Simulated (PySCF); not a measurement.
C2H7AlClN, SMILES C[NH][Al]([CH3])[Cl]. Geometry: B3LYP-D3(BJ)/def2-SVP. The structure was generated by enumeration; whether it is a known compound was not checked. One conformer was computed; it need not be the lowest.

Question: Give the equilibrium geometry at B3LYP-D3(BJ)/def2-SVP (PySCF confirms it by a frequency run) as Cartesian coordinates in Å, and its point group. (Estimate from the structure and the level; the computed values follow.)

Answer: One answer among several that fit: point group Cs.
```xyz
12

Al    -0.2531     0.1121     0.0000
Cl     0.6628     2.0261     0.0000
C     -2.1893    -0.0669     0.0000
H     -2.5179    -1.1186     0.0000
H     -2.6263     0.4251     0.8853
H     -2.6263     0.4251    -0.8853
N      0.8709    -1.2592     0.0000
C      0.5824    -2.6824     0.0000
H      1.8708    -1.0708     0.0000
H      0.9867    -3.2001    -0.8907
H      0.9867    -3.2001     0.8907
H     -0.5064    -2.8518     0.0000
```
